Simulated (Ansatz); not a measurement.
The cluster CrO₂, relaxed as a singlet with RKS PBE-D4/def2-TZVP in Ansatz, starting from the GFN2-xTB geometry. Force threshold 0.02 eV/Å.

The restricted singlet is unstable: a solution with broken spin symmetry lies lower. At PBE-D4/def2-TZVP a triplet of charge 0 lies 0.99 eV below the restricted singlet, each at its own geometry. The structure comes from a short search, and lower isomers may exist.

Start:

Cartesian coordinates in Å:
```
Cr -0.149 0.101 0.457
O -1.114 0.405 -0.716
O 1.263 -0.506 0.259
```

(1) Estimate the energy that the relaxation releases and the steps that it takes.

(2) Does the start keep its bonding and symmetry?

(3) Predict the relaxed structure.

Results:

(1) 3.4 kcal/mol, in 5 steps; 5.5 s on 4 threads of Arm Neoverse V1 on a shared host. No frequencies were taken in this run, so the end may be a saddle point.

(2) By distances, no bond broke or formed. The bond that changes most is Cr1–O2, from 1.55 to 1.59 Å (atoms count from 1). Point group C2v at the start, C2v at the end, both within 0.05 Å.

(3) 
Cartesian coordinates in Å:
```
Cr -0.174 0.118 0.535
O -1.075 0.386 -0.744
O 1.249 -0.504 0.209
```
Bond lengths: 2 × Cr–O 1.59 Å.
